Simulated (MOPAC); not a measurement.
Job for MOPAC: PM6 on FHSeTe (SMILES F[Te][SeH]), a point of a bond scan (R = 3.989 Å).

```
PM6 1SCF PRECISE CHARGE=0 THREADS=1
FHSeTe

Te     0.42183517 1     0.29812461 1     0.73233809 1
F      1.58576174 1     1.33129355 1    -0.42384185 1
Se    -1.05809715 1    -0.75106279 1    -0.97162236 1
H      1.17241648 1    -3.98275856 1    -1.67421971 1
```

Program output:

```
*******************************************************************************
 **                                                                           **
 **                              MOPAC v23.2.5                                **
 **                                                                           **
 *******************************************************************************
 ** MOPAC's Digital Object Identifier: https://doi.org/10.5281/zenodo.6511958 **
 **                                                                           **
 ** Please cite the open-source release paper for use of this MOPAC version:  **
 ** J. E. Moussa and J. J. P. Stewart (2026)                                  **
 ** MOPAC: An open-source semiempirical molecular orbital program             **
 ** J. Open Source Softw., 11(119), 8025, https://doi.org/10.21105/joss.08025 **
 *******************************************************************************

                              PM6 CALCULATION RESULTS

 *******************************************************************************
 *  PM6        - The PM6 Hamiltonian to be used
 *
 *
 *
 *                 CHARGE ON SYSTEM = 0
 *
 *
 *
 *  PRECISE    - TIGHTER CRITERIA TO BE USED
 *  1SCF       - DO 1 SCF AND THEN STOP
 *  THREADS=1  - MULTI-THREADING NOT USED
 *  T=         - A TIME OF 172800.0 SECONDS REQUESTED
 *  DUMP=N     - RESTART FILE WRITTEN EVERY 7200.0 SECONDS REQUESTED
 *******************************************************************************
PM6 1SCF PRECISE CHARGE=0 THREADS=1
 FHSeTe

   ATOM   CHEMICAL          X               Y               Z
  NUMBER   SYMBOL      (ANGSTROMS)     (ANGSTROMS)     (ANGSTROMS)

     1      Te          0.42183517  *   0.29812461  *   0.73233809  *
     2       F          1.58576174  *   1.33129355  *  -0.42384185  *
     3      Se         -1.05809715  *  -0.75106279  *  -0.97162236  *
     4       H          1.17241648  *  -3.98275856  *  -1.67421971  *



          CARTESIAN COORDINATES

    NO.       ATOM           X           Y           Z

     1        Te          0.4218      0.2981      0.7323
     2         F          1.5858      1.3313     -0.4238
     3        Se         -1.0581     -0.7511     -0.9716
     4         H          1.1724     -3.9828     -1.6742

 General Reference for PM6:
 "Optimization of Parameters for Semiempirical Methods V: Modification of NDDO Approximations
 and Application to 70 Elements", J. J. P. Stewart, J. Mol. Mod., 13, 1173-1213 (2007)
 URL: https://link.springer.com/article/10.1007/s00894-007-0233-4

           Empirical Formula: H Te F Se  =     4 atoms



      MOLECULAR POINT GROUP   :   C1


      RHF CALCULATION, NO. OF DOUBLY OCCUPIED LEVELS = 10


 -------------------------------------------------------------------------------
 PM6 1SCF PRECISE CHARGE=0 THREADS=1
 FHSeTe



     1SCF WAS SPECIFIED, SO BFGS WAS NOT USED
     SCF FIELD WAS ACHIEVED


                              PM6 CALCULATION
                                                       MOPAC v23.2.5 Linux




          FINAL HEAT OF FORMATION =        144.79377 KCAL/MOL =     605.81714 KJ/MOL


          COSMO AREA              =        131.42 SQUARE ANGSTROMS
          COSMO VOLUME            =        113.94 CUBIC ANGSTROMS

          IONIZATION POTENTIAL    =          7.216018 EV
          HOMO LUMO ENERGIES (EV) =         -7.216 -3.994
          NO. OF FILLED LEVELS    =         10
          MOLECULAR WEIGHT        =        226.5663         POINT GROUP:  C1

          MOLECULAR DIMENSIONS (Angstroms)

            Atom       Atom       Distance
            H     4    F     2     5.47480
           Se     3    H     4     2.47444
           Te     1    H     4     1.38685


          SCF CALCULATIONS        =          1





   ATOM   CHEMICAL          X               Y               Z
  NUMBER   SYMBOL      (ANGSTROMS)     (ANGSTROMS)     (ANGSTROMS)

     1      Te          0.42183517  *   0.29812461  *   0.73233809  *
     2       F          1.58576174  *   1.33129355  *  -0.42384185  *
     3      Se         -1.05809715  *  -0.75106279  *  -0.97162236  *
     4       H          1.17241648  *  -3.98275856  *  -1.67421971  *

                             CARTESIAN COORDINATES

   1   Te        0.421835170     0.298124610     0.732338090
   2    F        1.585761740     1.331293550    -0.423841850
   3   Se       -1.058097150    -0.751062790    -0.971622360
   4    H        1.172416480    -3.982758560    -1.674219710


           Empirical Formula: H Te F Se  =     4 atoms



      MOLECULAR POINT GROUP   :   C1


                  EIGENVALUES
 -71.53944 -37.49743 -22.76457 -14.49583 -14.34475 -13.03437 -11.19032 -10.21503
  -9.10354  -7.21602  -3.99356  -1.19714  -1.08598


              NET ATOMIC CHARGES AND DIPOLE CONTRIBUTIONS

  ATOM NO.   TYPE          CHARGE      No. of ELECS.   s-Pop       p-Pop
    1         Te           0.446812        5.5532     1.97098     3.58221
    2          F          -0.511531        7.5115     1.96505     5.54648
    3         Se          -0.209837        6.2098     1.99773     4.21210
    4          H           0.274556        0.7254     0.72544
 DIPOLE           X         Y         Z       TOTAL
 POINT-CHG.    -0.378    -7.126     1.384     7.270
 HYBRID        -0.065    -0.033    -0.541     0.546
 SUM           -0.443    -7.160     0.843     7.223


          ATOMIC ORBITAL ELECTRON POPULATIONS

     Atom    s        px        py        pz
    1 Te   1.97098   1.18204   1.34516   1.05500
    2  F   1.96505   1.82601   1.86525   1.85522
    3 Se   1.99773   1.33941   1.47097   1.40172
    4  H   0.72544

 **********************
 *                    *
 * JOB ENDED NORMALLY *
 *                    *
 **********************




 == MOPAC DONE ==
```

The run finished.

Cost: about 0.11 core-seconds (a rough figure).
